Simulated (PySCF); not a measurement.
C4H7 (SMILES [CH2]C(=C)C), doublet, geometry from GFN2-xTB; DF-TPSS/6-311++G** (PySCF).

Input for PySCF:
```python
from pyscf import gto, scf, dft

mol = gto.M(
    atom='''
C    -0.387141    1.284325   -0.480412
C     0.061205    0.067531   -0.019894
C     1.403337   -0.231442    0.050073
C    -0.941009   -0.974837    0.399012
H    -1.435540    1.514871   -0.533323
H     0.302468    2.043441   -0.803212
H     1.748844   -1.183062    0.410879
H     2.147584    0.481201   -0.256528
H    -1.873155   -0.513627    0.714517
H    -1.156066   -1.636763   -0.439712
H    -0.552487   -1.579519    1.214704
''',
    basis='6-311++g**',
    charge=0,
    spin=1,
    verbose=5,
)

mf = dft.UKS(mol)
mf.xc = 'tpss'
mf = mf.density_fit(auxbasis='def2-universal-jkfit')
mf.kernel()
```

The log (banner, timings and long lists left out):

```
PySCF version 2.14.0

[INPUT] verbose = 5
[INPUT] max_memory = 4000
[INPUT] num. atoms = 11
[INPUT] num. electrons = 31
[INPUT] charge = 0
[INPUT] spin (= nelec alpha-beta = 2S) = 1
[INPUT] symmetry False subgroup None
[INPUT] Mole.unit = angstrom
[INPUT] Symbol           X                Y                Z      unit          X                Y                Z       unit  Magmom
[...]
[INPUT] ---------------- BASIS SET ----------------
[INPUT] l, kappa, [nprim/nctr], expnt,             c_1 c_2 ...
[INPUT] C
[...]
                                682.024           0.0152306
                                154.973           0.0761269
                                44.4553           0.260801
                                13.029            0.616462
                                1.82773           0.221006
[...]
                                4.80331           0.919999
                                1.45933           -0.00303068
[...]
                                4.80331           0.237594
                                1.45933           0.815854
[...]
[INPUT] H
[...]
                                5.09479           0.190373
                                1.15879           0.852161
[...]
nuclear repulsion = 113.354706962973
number of shells = 75
number of NR pGTOs = 203
number of NR cGTOs = 137
basis = 6-311++g**
ecp = {}

******** <class 'pyscf.df.df_jk.DFUKS'> ********
method = DFUKS
initial guess = minao
damping factor = 0
level_shift factor = 0
DIIS = <class 'pyscf.scf.diis.CDIIS'>
diis_start_cycle = 1
diis_space = 8
diis_damp = 0
SCF conv_tol = 1e-09
SCF conv_tol_grad = None
SCF max_cycles = 50
direct_scf = False
number electrons alpha = 16  beta = 15
XC library pyscf.dft.libxc version 7.1.2
    S. Lehtola, C. Steigemann, M. J. T. Oliveira, and M. A. L. Marques,  SoftwareX 7, 1–5 (2018)
XC functionals = tpss
    J. Tao, J. P. Perdew, V. N. Staroverov, and G. E. Scuseria,  Phys. Rev. Lett. 91, 146401 (2003)
    J. P. Perdew, J. Tao, V. N. Staroverov, and G. E. Scuseria,  J. Chem. Phys. 120, 6898 (2004)
    J. Tao, J. P. Perdew, V. N. Staroverov, and G. E. Scuseria,  Phys. Rev. Lett. 91, 146401 (2003)
    J. P. Perdew, J. Tao, V. N. Staroverov, and G. E. Scuseria,  J. Chem. Phys. 120, 6898 (2004)
radial grids:
    Treutler-Ahlrichs [JCP 102, 346 (1995); DOI:10.1063/1.469408] (M4) radial grids

becke partition: Becke, JCP 88, 2547 (1988); DOI:10.1063/1.454033
pruning grids: <function nwchem_prune>
grids dens level: 3
symmetrized grids: False
atomic radii adjust function: <function treutler_atomic_radii_adjust>
small_rho_cutoff = 0
Set gradient conv threshold to 3.16228e-05
atom C rad-grids = 75, ang-grids = [ 50  50  50  50  50  50  50  50  50  50  50  50  50  50  50  50  50  50
  50  50  50  50  86  86  86  86  86  86  86  86  86  86 266 266 266 266
 266 266 302 302 302 302 302 302 302 302 302 302 302 302 302 302 302 302
 302 302 302 302 266 266 266 266 266 266 266 266 266 266 266 266 266 266
 266 266 266]
atom H rad-grids = 50, ang-grids = [ 50  50  50  50  50  50  50  50  50  50  50  50  50  50  50  86  86  86
  86 266 266 266 266 266 302 302 302 302 302 302 302 302 302 302 302 302
 302 266 266 266 266 266 266 266 266 266 266 266 266 266]
tot_boxes 2700, boxes in each direction [13 13 10]
Padding 0 grids
tot grids = 125128
nelec by numeric integration = [15.49911468 15.49911468]
num shells = 142, num cGTOs = 426
E1 = -430.82483621888093  E2 = 160.7105259533459  Ecoul = 184.81519943230123  Exc = -24.104673478955334
init E= -156.759603302562
cond(S) = 679131.5917608037

  alpha mo_energy =
[-1.00946295e+01 -1.00908693e+01 -1.00883454e+01 -1.00882575e+01
 -8.53801317e-01 -7.31035860e-01 -7.11358896e-01 -5.66575180e-01
 -5.04617907e-01 -4.99477487e-01 -4.59829725e-01 -4.21859733e-01
 -4.18355216e-01 -3.98949560e-01 -3.39652817e-01 -2.16752564e-01
 -5.97128561e-02 -2.56227487e-02  2.15807047e-04  3.31715586e-03
  1.75807251e-02  2.55899394e-02  2.71371684e-02  4.57600313e-02
[...]
  5.28811811e-01  5.66890652e-01  5.68508596e-01  6.08907056e-01
  6.19698418e-01  6.43818656e-01  6.69972890e-01  6.99949331e-01
  7.10454233e-01  7.41426388e-01  7.51252200e-01  7.88925952e-01
  8.16319183e-01  8.37077805e-01  8.64267584e-01  8.70762919e-01
  9.55679010e-01  9.77908350e-01  9.99724429e-01  1.06739833e+00
  1.07176996e+00  1.29117766e+00  1.37278057e+00  1.42050389e+00
  1.42193128e+00  1.42905434e+00  1.47151589e+00  1.49803078e+00
  1.53539497e+00  1.56626564e+00  1.57511557e+00  1.57915255e+00
  1.63433837e+00  1.63983884e+00  1.66283924e+00  1.75406381e+00
  1.76214659e+00  1.81289116e+00  1.84961202e+00  1.85921873e+00
  1.90043599e+00  1.99499854e+00  2.04188102e+00  2.05113811e+00
  2.09985881e+00  2.14739276e+00  2.20603124e+00  2.25296215e+00
  2.28101461e+00  2.35866199e+00  2.43809426e+00  2.47387781e+00
  2.51272611e+00  2.54954333e+00  2.58445550e+00  2.58842354e+00
  2.60872313e+00  2.62573629e+00  2.66269808e+00  2.69237756e+00
  2.73067080e+00  2.74017356e+00  2.77803701e+00  2.80484930e+00
  2.94260669e+00  2.96924831e+00  2.99175235e+00  3.10709254e+00
  3.22199019e+00  3.30751845e+00  3.60997497e+00  3.79588425e+00
  3.80932822e+00  3.83720092e+00  3.88318555e+00  4.29694777e+00
  4.33521130e+00  2.37351422e+01  2.39662917e+01  2.40366922e+01
  2.41739637e+01]
  beta  mo_energy =
[-9.99553230e+00 -9.97943073e+00 -9.97520466e+00 -9.97509741e+00
 -7.55240388e-01 -6.37676417e-01 -6.11789954e-01 -4.82347450e-01
 -4.20661781e-01 -4.14170427e-01 -3.81841429e-01 -3.42149443e-01
 -3.34698364e-01 -3.14602761e-01 -2.47742740e-01 -1.04234892e-01
 -8.18528834e-03  6.34760718e-03  1.41152950e-02  1.66660813e-02
  3.71718680e-02  4.20398070e-02  4.96021117e-02  6.51809099e-02
  7.31315806e-02  7.97918766e-02  9.17553147e-02  1.00298781e-01
  1.16282654e-01  1.23415491e-01  1.25033853e-01  1.38506702e-01
  1.43871951e-01  1.47292132e-01  1.48713791e-01  1.50890792e-01
  1.59712883e-01  1.60399574e-01  1.81455544e-01  1.86588807e-01
  2.00167386e-01  2.13731373e-01  2.19871598e-01  2.23112730e-01
  2.52878741e-01  2.83514778e-01  3.00199128e-01  3.09989613e-01
  3.87302020e-01  4.06226896e-01  4.36264807e-01  4.41271779e-01
  4.65467368e-01  5.08836730e-01  5.22966023e-01  5.31834835e-01
  5.64768833e-01  5.70599703e-01  5.96554077e-01  6.16095632e-01
  6.20416959e-01  6.43306825e-01  6.72454713e-01  7.06705033e-01
  7.24478140e-01  7.52816299e-01  7.60709224e-01  8.03954660e-01
  8.33594425e-01  8.41700863e-01  8.75334116e-01  8.79989796e-01
  9.65331571e-01  9.84888385e-01  1.02650550e+00  1.09086542e+00
  1.09946781e+00  1.29628588e+00  1.37913499e+00  1.43378509e+00
  1.43742487e+00  1.44065766e+00  1.47177080e+00  1.51162826e+00
  1.54449038e+00  1.57940099e+00  1.58731407e+00  1.59155620e+00
  1.64123410e+00  1.65214341e+00  1.67578828e+00  1.75692228e+00
  1.76805515e+00  1.82279592e+00  1.88022418e+00  1.88214656e+00
  1.92607671e+00  2.00593906e+00  2.04885417e+00  2.05666699e+00
  2.10870931e+00  2.16918335e+00  2.22222592e+00  2.26733828e+00
  2.29263812e+00  2.36581360e+00  2.45024383e+00  2.47440810e+00
  2.51844845e+00  2.55217109e+00  2.59576226e+00  2.60910448e+00
  2.62988870e+00  2.63720709e+00  2.68747030e+00  2.71241934e+00
  2.75284055e+00  2.76203236e+00  2.79809625e+00  2.84489648e+00
  2.94847638e+00  2.98592098e+00  2.99696761e+00  3.11983737e+00
  3.23291990e+00  3.31956516e+00  3.63135041e+00  3.83513211e+00
  3.84027234e+00  3.85255227e+00  3.90757756e+00  4.30332187e+00
  4.36712472e+00  2.37412222e+01  2.39666982e+01  2.40523134e+01
  2.41795549e+01]
multiplicity <S^2> = 0.77261283  2S+1 = 2.0224864
nelec by numeric integration = [15.99998347 14.99998091]
E1 = -433.26347454073823  E2 = 163.26251750236176  Ecoul = 187.642342960829  Exc = -24.379825458467263
Extra cycle  E= -156.646250075404  delta_E= 1.14e-10  |g|= 2.14e-05  |ddm|= 5.54e-05
converged SCF energy = -156.646250075404  <S^2> = 0.77261283  2S+1 = 2.0224864
```
